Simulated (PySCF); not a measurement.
# C2ClF3O: core ionisation energies

Compound: trifluoroacetyl chloride, C₂ClF₃O.
Geometry (GFN2-xTB, Å), atoms numbered from 1 in this order:
```xyz
7
C2ClF3O angstrom
O      1.189    1.392   -0.547
C      0.837    0.371   -0.068
Cl     1.880   -0.775    0.689
C     -0.636   -0.128   -0.034
F     -1.053   -0.310    1.220
F     -0.763   -1.292   -0.674
F     -1.450    0.747   -0.613
```

The calculation used delta-SCF UKS SCAN, pcX-2 on the ionised atom, pcseg-1 elsewhere, spin-free X2C (PySCF 2.14.0). These are vertical core ionisation energies against the vacuum level, from separate self-consistent calculations with and without the core hole.

Task: What binding energy does each computed site have?

Result: 
| atom(s) | bonded to | level | binding energy (eV) | 2p1/2 (eV) | above the level's lowest (eV) | count |
| --- | --- | --- | --- | --- | --- | --- |
| Cl3 | C | Cl 2p3/2 | 207.64 | 209.29 | 0.00 | 1 |
| C2 | O (double bond), Cl and C | C 1s | 296.38 | – | 0.00 | 1 |
| C4 | 3 F and C | C 1s | 299.43 | – | +3.05 | 1 |
| O1 | C (double bond) | O 1s | 540.03 | – | 0.00 | 1 |
| F5/F6/F7 | C | F 1s | 694.92 | – | 0.00 | 3 |
| Cl3 | C | Cl 1s | 2830.22 | – | 0.00 | 1 |

Lowest listed C 1s: C2, bonded to O (double bond), Cl and C. Highest, 3.05 eV above it: C4, bonded to 3 F and C. Summing the Pauling electronegativity differences to the bonded atoms, each weighted by its formal bond order, gives +2.39 for the lowest site and +4.29 for the highest.

Task: Express the binding energy of C 1s of C4 in atomic units and per mole.

Result: 299.43 eV = 11.0038 Eh = 28891 kJ/mol.

Task: Which photon energy gives electrons from C 1s of C4 a kinetic energy of 50 eV, and what is their de Broglie wavelength?

Result: hν = 299.43 + 50 = 349.43 eV, recoil neglected; λ = 12.264 Å/√(E/eV) = 1.73 Å.

Topologically equivalent atoms share the value of their first member; where this conformer doesn't relate them by symmetry, their own values could differ. Spin–orbit and ligand-field terms were added within each 2p shell after the spin-free SCF. 2p1/2 minus 2p3/2 (ligand field included): Cl 1.65 eV. Isolated species at its GFN2-xTB geometry, gas phase.

The run took 30 s of wall time on an Arm Neoverse V1 with one thread, shared host with 32 logical CPUs at a one-minute load of 34, and the process peaked at 0.52 GiB of memory.
